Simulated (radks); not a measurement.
Removal energies from the thallium ion Tl2+, [Xe] 4f14 5d10 6s1, by Delta-SCF beside the eigenvalue of the level emptied. All-electron calculation, Dirac Kohn-Sham, BLYP, spin-unpolarised, spherical densities, finite nucleus; Fermi nuclear charge, rms radius of each element as measured or else 0.836 A^(1/3) + 0.57 fm. Program: a radial shooting solver on a logarithmic mesh with Libxc functionals. Sub-shells are occupied by j as written (lower j first in brackets).

removed from                             final configuration  Delta-SCF (eV)  -eigenvalue (eV)
6s1/2                                         [Xe] 4f14 5d10          30.254            25.429
5d5/2                       [Xe] 4f14 5d(3/2: 4, 5/2: 5) 6s1          39.079            32.086
5d3/2                       [Xe] 4f14 5d(3/2: 3, 5/2: 6) 6s1          41.486            34.340
5p3/2         [Kr] 4d10 4f14 5s2 5p(1/2: 2, 3/2: 3) 5d10 6s1          96.666            88.396
